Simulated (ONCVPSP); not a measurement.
**Yb: ONCV pseudisation with revPBE, non-relativistic reference atom.**

ONCVPSP 4.0.1 input, shortened (lines: element, Z, core and valence counts, functional; n l f; lmax; l rc ep ncon nbas qcut; lloc lpopt rc5 dvloc0; l nproj debl; icmod fcfact rcfact), revPBE, non-relativistic:

```
  Yb 70.00    8    5  -102130      upf
    1    0    2.00
    2    0    2.00
    2    1    6.00
    3    0    2.00
    3    1    6.00
    3    2   10.00
    4    0    2.00
    4    1    6.00
    4    2   10.00
    4    3   14.00
    5    0    2.00
    5    1    6.00
    6    0    2.00
    3
    0    2.30    0.00    4    9    6.70
    1    2.40    0.00    4    8    4.80
    2    0.55    0.00    4    7   17.10
    3    0.90    0.00    5   10   18.00
    4    5    0.55    1.00
    0    2    2.70
    1    1    2.60
    2    2    2.30
    3    1    2.80
    2    0.60    0.75
```

In the d channel the program set the typed energies aside and used -6.580, 0.250 Ha.

(1) Estimate the cutoffs (Ha) at which the residual kinetic energy of the hardest occupied pseudo-wave falls to 1 and 0.1 mHa per electron.

(2) What does a ghost test show?

Answers

(1) 155 Ha and 445 Ha.

(2) Ghosts flagged at negative energy: s at -1090.2 eV, s at -5.8 eV, p at -558.5 eV; no localised positive-energy state flagged. A true bound ghost makes a file unfit for plane-wave use.

Tests left out (the all-electron energies of this program are off by 10 to 40 meV for near-neutral 4f atoms).
